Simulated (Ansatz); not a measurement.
`ClB[TeH]` + H₂ → H₂Te + `BCl` at 298.15 K and 1 bar (hydrogenolysis of a Te–B bond).

Isolated molecules relaxed with PBE0-D4/def2-TZVP in Ansatz; ΔE leaves out vibrations. CCSD(T)/CBS adds triple-zeta CCSD(T) − MP2 to the extrapolated MP2 energy (def2 sets, frozen cores). This one scheme is used for every species. def2 core potentials past Kr. For Te outer-core shells are correlated without core-valence functions, which leaves a few kJ/mol of doubt a bond.

```
   species  CCSD(T)/CBS energy (Eh)  H − E (kJ/mol)  S (J/(mol·K))
`ClB[TeH]`               -753.54186            68.6          302.8
        H₂                 -1.17544            35.1          130.4
      H₂Te               -268.91024            41.3          228.4
     `BCl`               -485.78909            65.8          234.3
```

H − E and S are ideal-gas, rigid-rotor, harmonic terms from PBE0-D4/def2-TZVP. The MP2-based limit puts H₂ 0.8 mEh under its directly extrapolated value; such offsets cancel only in part. 1 Eh = 2625.50 kJ/mol, R = 8.31446 J/(mol·K).

**Question.** By hand: ΔE, ΔH, ΔS and ΔG.

**Answer.** ΔE = (-268.91024) + (-485.78909) − (-753.54186) − (-1.17544) = 0.01797 Eh = 47.2 kJ/mol. Δ(H − E) = 41.3 + 65.8 − 68.6 − 35.1 = 3.4, so ΔH = 50.6 kJ/mol. ΔS = 228.4 + 234.3 − 302.8 − 130.4 = 29.5 J/(mol·K). ΔG = 50.6 − 298.15 × (29.5)/1000 = 41.8 kJ/mol.

**Question.** By hand: the equilibrium constant, and the temperature at which ΔG would vanish if ΔH and ΔS stayed fixed.

**Answer.** log₁₀ K = −ΔG/(RT ln 10) = -7.3. ΔG = 0 at ΔH/ΔS = 1715 K.

ΔH outweighs TΔS. A doubt of 5 kJ/mol in ΔE shifts log₁₀ K by 0.9 here. These are equilibria of isolated gas molecules and say nothing of rates. Largest T1 diagnostic: 0.014 (customary marks: 0.02 for closed shells, 0.045 for open ones).
